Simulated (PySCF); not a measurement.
## Dipole response of Ir²⁺ (iridium, charge +2)

[Xe] 4f14 5d7, high-spin 4F determinant. Computed with PySCF 2.14 in ANO-RCC-VTZP (8s7p5d3f1g, 84 functions), with scalar relativity by spin-free X2C-1e. Coupled (time-dependent) response in atomic units; α is the mean over directions. The basis has no added diffuse functions, which lowers α and C₆.

```csv
method,mean α (bohr³),C₆ (like pair),S(−4)
UHF,8.946,57.48,20.18
PBE,10.09,65.48,29.95
```

S(−4) is the Cauchy moment in α(ω) = α(0) + S(−4) ω² + …

Spin-orbit coupling is absent.

α(iu) at PBE:

```json
{"u (hartree)": "0", "α(iu) (bohr³)": "10.09"}
{"u (hartree)": "0.0500", "α(iu) (bohr³)": "10.01"}
{"u (hartree)": "0.100", "α(iu) (bohr³)": "9.804"}
{"u (hartree)": "0.200", "α(iu) (bohr³)": "9.106"}
{"u (hartree)": "0.300", "α(iu) (bohr³)": "8.270"}
{"u (hartree)": "0.500", "α(iu) (bohr³)": "6.778"}
{"u (hartree)": "0.750", "α(iu) (bohr³)": "5.420"}
{"u (hartree)": "1.00", "α(iu) (bohr³)": "4.428"}
{"u (hartree)": "1.50", "α(iu) (bohr³)": "3.066"}
{"u (hartree)": "2.00", "α(iu) (bohr³)": "2.213"}
{"u (hartree)": "3.00", "α(iu) (bohr³)": "1.288"}
{"u (hartree)": "5.00", "α(iu) (bohr³)": "0.5870"}
```

A single London oscillator, α(iu) = α/(1 + u²/ω²), gives C₆ = (3/4) ω α². Matching the computed C₆ needs ω = 4 × 65.48 / (3 × 10.09²) = 0.858 hartree.

For an ion, C₆ is the dispersion term alone; charge-induced terms of lower order in 1/R come first.

Spin-orbit coupling, absent here, splits the open shell strongly.
